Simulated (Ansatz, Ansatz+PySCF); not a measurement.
```xyz
3

Cl   -0.0345    0.0206   -2.1268
Zn    0.0197    0.0455    0.0068
Cl   -0.0264   -0.0423    2.0940
```

RHF on singlet ZnCl₂ was run in several spherical basis sets with Ansatz (development build ahead of 0.2.0).

Question: Rank the basis sets by the total energy that they give, lowest first, with the distance from the lowest.
A. def2-SVP
B. 6-31G
C. STO-3G
D. aug-cc-pVDZ

Answer: D (0.00 eV), B (12.07 eV), A (16.36 eV), C (828.10 eV).

Totals follow the description of the cores as much as that of the bonds, so this order isn't one of quality for chemistry.
